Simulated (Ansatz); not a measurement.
Reaction (isomerisation): `CC1OC[SiH2]1` → `O[SiH]1CCC1`

Isolated molecules relaxed with PBE0-D4/def2-TZVP in Ansatz; ΔE leaves out vibrations. CBS: MP2 limit from def2 TZ/QZ plus the TZ coupled-cluster correction, frozen cores. Functionals use def2-TZVPP. B3LYP here is the variant with VWN-RPA as its local correlation; programs differ in this. Each species was taken in one conformer, which may not be the lowest.

`CC1OC[SiH2]1`:

Cartesian coordinates in Å:
```
C 0.658 -1.697 0.307
C -0.005 -0.375 0.583
O 0.951 0.714 0.496
C 0.216 1.772 -0.154
Si -1.089 0.517 -0.697
H -0.065 -2.511 0.408
H 1.076 -1.731 -0.702
H 1.470 -1.876 1.017
H -0.455 -0.381 1.587
H 0.841 2.264 -0.902
H -0.124 2.523 0.569
H -2.531 0.771 -0.423
H -0.945 0.011 -2.090
```

`O[SiH]1CCC1`:

Z-matrix (Å, degrees):
```
Si
C 1 1.871
C 1 2.337 2 41.6
O 1 1.647 2 120.0 3 -138.9
C 1 1.871 2 79.5 3 -20.2
H 1 1.494 2 113.1 3 90.6
H 2 1.089 1 122.7 3 -119.0
H 2 1.094 1 110.8 3 110.2
H 3 1.093 1 103.1 2 105.4
H 3 1.092 1 149.6 2 -74.6
H 4 0.957 1 117.6 2 -132.8
H 5 1.089 1 122.6 2 139.2
H 5 1.094 1 110.8 2 -90.0
```

Question: Is it downhill or uphill in electronic energy at CCSD(T)/CBS, and by how much? (Best estimate.)

Answer: The calculation gave: Downhill: ΔE = -238.6 kJ/mol.

Question: What do these levels give: r2SCAN-D4, r2SCAN, B3LYP, MP2/def2-TZVPP, MP2/def2-QZVPP, SCS-MP2/def2-QZVPP? (An estimate is asked.)

Answer: Computed: r2SCAN-D4 -232.7, r2SCAN -232.7, B3LYP -222.9, MP2/def2-TZVPP -249.6, MP2/def2-QZVPP -252.1, SCS-MP2/def2-QZVPP -241.9 kJ/mol.

Largest T1 diagnostic among the species: 0.012.

From PBE to PBE0 (25 % exact exchange), in def2-TZVPP and without D4, ΔE moves by −12.0 kJ/mol.
